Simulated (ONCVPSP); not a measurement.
Reading a pseudo-wave (tungsten)

Columns: radius, all-electron u(r) and pseudo u(r) of the 5d shell (level -11.73 eV) of tungsten in the configuration [Kr] 4d10 4f14 5s2 5p6 5d4 6s1; PBE, scalar-relativistic, ONCV scheme, ONCVPSP 4.0.1.

```tsv
r (bohr)	all-electron	pseudo
0.108	0.2203	0.0017
0.215	-0.0125	0.0129
0.322	-0.2901	0.0411
0.430	-0.3211	0.0911
0.538	-0.1781	0.1630
0.645	0.0249	0.2519
0.752	0.2258	0.3517
0.860	0.3990	0.4548
0.968	0.5346	0.5514
1.075	0.6328	0.6333
1.182	0.6994	0.6969
1.290	0.7404	0.7405
1.398	0.7606	0.7641
1.505	0.7648	0.7700
1.612	0.7574	0.7622
1.720	0.7413	0.7444
1.828	0.7190	0.7204
1.935	0.6928	0.6931
2.042	0.6638	0.6639
2.150	0.6330	0.6330
2.258	0.6014	0.6014
2.365	0.5698	0.5698
2.472	0.5385	0.5385
2.580	0.5074	0.5074
2.688	0.4772	0.4772
2.795	0.4482	0.4482
```

Question: How many radial nodes do the two functions have?

Answer: The all-electron 5d function has n − l − 1 = 2; the pseudo-wave has 0, since the states of the same l below it are removed with the core.

Question: At about which radius was the pseudo-wave matched?

Answer: 2.15 bohr. The columns agree to 0.0005 from 1.94 bohr on; several derivatives are matched, so the curves merge somewhat inside the radius.

Question: Where does each function peak?

Answer: Outermost all-electron maximum near 1.50 bohr, pseudo maximum near 1.50 bohr (to the table’s step).

Question: Is the pseudo-wave norm-conserving?

Answer: Yes: the ONCV scheme keeps the norm inside the radius equal to the all-electron one, which fixes the energy derivative of the logarithmic derivative at the level.
